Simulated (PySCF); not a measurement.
# Reading the logs of faulty runs: GeH5O2Si

All numbers below are calculated, not measured. They come from PySCF 2.14.0, an open-source quantum chemistry program, on an isolated molecule that a program drew, which may never have been made. The molecule is GeH5O2Si (charge 0, doublet), drawn as the SMILES string `O[SiH][GeH2][OH]`.

Each row is a Hartree-Fock (HF) and frozen-core CCSD(T) single point in the cc-pV(D+d)Z basis, meant for a local HF minimum. Run 1 is clean. Each other run has one planted mistake out of seven kinds, and not every kind appears here: one electron removed, one electron added, multiplicity raised by two, geometry at a saddle point, minimal basis STO-3G, one bond length entered in bohr, all coordinates scaled. The reference is restricted for singlets and unrestricted otherwise, and also for a bond in bohr. Adding or removing an electron swaps singlet and doublet. Electrons count all cores. HOMO and LUMO are orbital energies over both spins, the gradient is its largest component, and the lowest frequency (negative if imaginary) is given only where the gradient is small. Bond lengths are over the 8 bonds as drawn. T1 is the CCSD diagnostic: over 0.02 (restricted) or 0.045 (unrestricted) a single reference is doubtful. Germanium has the cc-pVDZ-PP basis, with a core potential (ECP10MDF) in place of its 10 inner electrons, and its 3s, 3p and 3d shells are frozen in CCSD(T).

Geometry of the clean run:
```xyz
9
GeH5O2Si, angstrom
O     0.7395    3.7100   -1.3459
Si   -0.4819    2.8201   -0.6559
Ge    0.4869    1.5890    1.1697
O    -0.8336    0.7760    2.0666
H     0.5265    4.3518   -2.0075
H    -1.5774    3.7155   -0.1848
H     1.2721    2.4889    2.1376
H     1.3746    0.4444    0.6890
H    -1.3771    1.3525    2.5836
```

| run | electrons | basis functions | <S^2> | HOMO (eV) | LUMO (eV) | gradient (hartree/bohr) | lowest frequency (cm^-1) | mean bond (Å) | longest bond (Å) | T1 | HF (hartree) | CCSD(T) (hartree) | mistake |
|---|---|---|---|---|---|---|---|---|---|---|---|---|---|
| 1 | 67 | 99 | 0.757 | -8.50 | 1.44 | 2.0e-05 | 45 | 1.5382 | 2.406 | 0.0154 | -734.97302 | -735.57862 | no fault |
| 2 | 67 | 99 | 3.766 | -4.42 | -2.16 | 3.2e-02 | - | 1.5382 | 2.406 | 0.0364 | -734.76079 | -735.37712 | multiplicity raised by two |
| 3 | 67 | 99 | 1.722 | -8.15 | 0.61 | 1.0e-02 | - | 1.7229 | 3.139 | 0.0237 | -734.85014 | -735.42016 | one bond length entered in bohr |
| 4 | 68 | 99 | 0.000 | -0.44 | 7.74 | 5.9e-02 | - | 1.5382 | 2.406 | 0.0127 | -734.95198 | -735.58382 | one electron added |
| 5 | 67 | 99 | 0.758 | -8.74 | 1.02 | 4.7e-02 | - | 1.6258 | 2.543 | 0.0175 | -734.94789 | -735.56614 | ? |
| 6 | 66 | 99 | 0.000 | -16.55 | -6.56 | 5.7e-02 | - | 1.5382 | 2.406 | 0.0210 | -734.69470 | -735.30618 | ? |

**Which mistake was planted in run 5, and what did it cost?**

The mean and the longest bond both change by the same factor, 1.057, and the gradient is no longer small. So the mistake is: all coordinates scaled. Subtracting run 1 and multiplying by 627.51 kcal/mol a hartree, the energy moved by 15.8 kcal/mol in HF and 7.8 kcal/mol in CCSD(T).

**Which mistake was planted in run 6, and what did it cost?**

It counts 66 electrons, one fewer than the clean run, at the same geometry and basis. So the mistake is: one electron removed. Subtracting run 1 and multiplying by 627.51 kcal/mol a hartree, the energy moved by 174.6 kcal/mol in HF and 171.0 kcal/mol in CCSD(T).

Cautions from the logs. Run 6: T1 is over the limit, so its CCSD(T) energy is less reliable.
